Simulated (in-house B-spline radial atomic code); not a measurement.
As³⁺. Computed with a B-spline radial atomic code. Model: all-electron spherical atom, spin shells full or empty, radial basis limit, no spin-orbit coupling, Breit or QED, empty-state partial waves extrapolated as (l+1/2)^-4, RPA, G0W0 and static COHSEX of the highest shell as one setting changes (uncorrelated shells keep exact exchange).

Given: element As; charge 3; filled core Ar; hamiltonian one-electron scalar X2C; mean-field start PBE; highest l of empty states 9; nuclear rms radius 4.0968 fm; highest mean-field shell 4s.

Shell: 3d 5 5, 4s 1 1 (electrons up and down).

```csv
lowest nl shells left uncorrelated,RPA correlation energy (hartree),G0W0 level (eV),G0W0 minus most complete (meV),COHSEX level (eV),removal by RPA minus most complete (meV)
0,-2.3081,-50.33,0,-52.602,0
1,?,?,?,?,?
2,?,?,?,?,?
3,-1.4818,-50.321,9.1,-52.586,2.5
4,-1.3008,-50.435,-105,-52.803,101.6
5,-0.77426,-50.387,-56.8,-52.748,11
6,-0.083493,-49.642,688.5,-51.651,-908.7
```

Problem. What follows for lowest nl shells left uncorrelated = 2?

Solution. RPA correlation energy -1.9775 hartree; G0W0 level -50.338 eV; G0W0 minus most complete -7.2 meV; COHSEX level -52.619 eV; removal by RPA minus most complete 9.5 meV.

Problem. What follows for lowest nl shells left uncorrelated = 1?

Solution. RPA correlation energy -2.1558 hartree; G0W0 level -50.33 eV; G0W0 minus most complete 0.5 meV; COHSEX level -52.601 eV; removal by RPA minus most complete -0.2 meV.
